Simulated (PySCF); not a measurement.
# Kr⁺ (krypton, charge +1): UHF calculation

Configuration: [Ar] 3d10 4s2 4p5, 2P determinant. Calculation: PySCF 2.14, in dyall-av2z (16s12p8d, 92 functions); no relativity, point nucleus.

```
Total energy                                                  : -2751.537651 hartree
One-electron energy                                           : -3814.8571 hartree
Hartree (Coulomb) energy                                      : 1156.8673 hartree
Exchange energy                                               : -93.5478 hartree
Kinetic energy                                                : 2751.58665 hartree
⟨S²⟩                                                          : 0.7560
⟨L²⟩                                                          : 2.019
Sum of ⟨r⟩                                                    : 23.71 bohr
Sum of ⟨r²⟩                                                   : 32.33 bohr²
Traceless quadrupole moment −½Σ⟨3z² − r²⟩ along its main axis : 1.68 e·bohr²
Density at the nucleus (Gaussians lack the cusp)              : 31900 bohr⁻³
Spin density at the nucleus                                   : 0.0679 bohr⁻³
Langevin diamagnetic susceptibility                           : -25.6 ×10⁻⁶ cm³/mol
```

```
shell  electrons  mean orbital energy (hartree)  spread (hartree)  rms radius, mean of both spins (bohr)
 1s α          1                     -520.61586                 0                                 0.0491
 1s β          1                     -520.60990                 0                                 0.0491
 2s α          1                      -70.34999                 0                                  0.203
 2s β          1                      -70.34656                 0                                  0.203
 2p α          3                      -63.45840           0.01022                                  0.179
 2p β          3                      -63.45157           0.00418                                  0.179
 3s α          1                      -11.29757                 0                                  0.576
 3s β          1                      -11.28684                 0                                  0.576
 3p α          3                       -8.78024           0.03060                                  0.586
 3p β          3                       -8.76570           0.00350                                  0.586
 3d α          5                       -4.27091           0.02825                                  0.609
 3d β          5                       -4.26354           0.01555                                  0.609
 4s α          1                       -1.59771                 0                                   1.70
 4s β          1                       -1.47710                 0                                   1.70
 4p α          3                       -0.93956           0.07536                                   1.99
 4p β          2                       -0.88905                 0                                   1.99
```

Spin-orbit constants ζ (cm⁻¹) from the X2C one-electron operator on these orbitals (non-relativistic here): bare nucleus, nucleus screened by l(l+1)(2l+1)/3 electrons, and screened by the Breit-Pauli mean field of the electrons.

```tsv
shell	bare	screened nucleus	mean field
2p	274700	259500	252200
3p	40030	37810	36500
3d	5546	4005	3762
4p	3385	3197	3067
```

To first order the Landé constant is A = -3067 cm⁻¹, so the lowest level has J = 3/2 and lies 0.190 eV below the centre of the term.
